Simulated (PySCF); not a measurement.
A geometry optimisation on `OB(O)Br`.

Method: PBE0-D3(BJ)/def2-SVP geometry optimisation, gas phase (PySCF 2.14.0). Start geometry: GFN2-xTB. The input is one job of a driver script: a line of settings, then coordinates in Å.

Input:
```
{"job": {"xc": "PBE0", "basis": "def2-SVP", "d3": "d3bj", "grid": 1, "maxiter": 30, "shake": 0.01, "kind": "geom"}, "charge": 0, "multiplicity": 1}
O      1.295740     0.480870     0.014350
B     -0.035440     0.224070    -0.007750
O     -0.510500    -1.033520    -0.010730
Br    -1.172760     1.725660    -0.041300
H      1.883940    -0.236090     0.016550
H     -1.436830    -1.191010    -0.015790
```

Question: What does the run print?

Answer: 
```
step   0  E = -2749.87215197  max force = 0.035289
step   1  E = -2749.87430112  max force = 0.017196
step   2  E = -2749.87575031  max force = 0.009214
step   3  E = -2749.87649481  max force = 0.003123
step   4  E = -2749.87646758  max force = 0.002955
step   5  E = -2749.87659524  max force = 0.000272
step   6  E = -2749.87660001  max force = 0.000161
optimisation converged
```

Energies in Eh; «max force» is the largest Cartesian gradient component in Eh/bohr.

Question: How much energy does the optimisation release, in kJ/mol?

Answer: E(step 0) − E(last step) = 0.004448 Eh, which is 11.7 kJ/mol.

Question: At which steps does the energy rise by more than 1e-5 Eh?

Answer: At step 4 (+0.03 mEh).

Summary of the converged run: final energy -2749.87660 Eh after 6 steps; dipole 2.21 D.

Question: Estimate the wall time. Hardware: one thread of an Arm Neoverse V2, no GPU (shared host). And the peak memory of the process?

Answer: About 13 s, with 0.36 GiB resident at the peak, the Python interpreter and its libraries included.
Labels such as C1 count atoms from 1, the log's own numbers from 0.
